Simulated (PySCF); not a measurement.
Compound: C₇H₉FO.
SMILES with atom numbers: `[CH2:1]=[C:2]1[C:3](=[CH2:4])[C@@H:5]([O:6][CH3:7])[C@@H:8]1[F:9]`

Structure used (PBE0-D3(BJ)/def2-SVP), in Å, numbered top down from 1:
```xyz
18
C7H9FO angstrom
C     -2.6063   -1.1849   -0.6574
C     -1.4311   -0.6220   -0.3738
C     -0.8792    0.7445   -0.3515
C     -1.3446    1.9673   -0.0951
C      0.5213    0.2001   -0.5363
O      1.5175    0.7903    0.2161
C      2.7891    0.2619   -0.0318
C     -0.0477   -1.1830   -0.1278
F      0.3383   -2.2767   -0.8454
H     -3.4838   -0.5782   -0.8955
H     -2.7140   -2.2724   -0.6786
H     -0.6650    2.8223   -0.0555
H     -2.4058    2.1427    0.0988
H      0.7839    0.1566   -1.6160
H      2.8479   -0.8150    0.2153
H      3.0823    0.3835   -1.0927
H      3.5062    0.8060    0.5978
H      0.1397   -1.3684    0.9453
```

Probes without a nucleus sit at each ring's centroid and 1 Å off its mean plane on both sides; NICS is minus the shielding there, NICSzz its component along the normal. Level: GIAO PBE0/pcSseg-1 (PySCF, non-relativistic, gas phase) on the PBE0-D3(BJ)/def2-SVP geometry, one conformer.

Ring bond lengths (Å), with Mayer bond orders in brackets: C2–C3 1.474 (0.99), C3–C5 1.514 (1.01), C5–C8 1.550 (0.99), C8–C2 1.513 (1.02).

Question: Give the NICS values of each ring in ppm.

Answer: 
```
       ring                                            type  NICS(0)  NICS(1), two faces  NICS(1)zz, two faces  rms pucker (Å)  centre to ring atoms, mean (Å)
C2–C3–C5–C8  4-membered carbocycle; formal bonds all single     -2.7         -4.6 / -3.7            -1.3 / 0.0            0.11                            1.06
```

Question: What do they say, and how far can they be read as aromaticity?

Answer: 
- C2–C3–C5–C8: mean NICS(1)zz -0.7 ppm, near zero. C5, C8 have four or more neighbours; no verdict on aromaticity is drawn.

Question: At the first NICS(1) probe listed for ring C2–C3–C5–C8, 1 Å off the ring, how large is the induced field along the normal in 14.1 T applied along it?

Answer: NICSzz × B0 = -1.3 ppm × 14.1 T = -18 μT, against the applied field.

Question: Give the inner angles of the rings and the Hirshfeld charges of the ring atoms.

Answer: 
- C2–C3–C5–C8: C2 89.9° (-0.015 e), C3 90.6° (-0.010 e), C5 87.1° (+0.031 e), C8 87.8° (+0.049 e); sum 355.5° against 360° for a flat convex ring.

Question: How do the values depend on the level or the medium?

Answer: 
```
                level  NICS(0), C2–C3–C5–C8  mean NICS(1)zz, C2–C3–C5–C8
   PBE0/pcSseg-1, gas                  -2.7                         -0.7
wB97X-D/pcSseg-1, gas                  -2.6                         -0.6
```

The geometry is the same throughout.
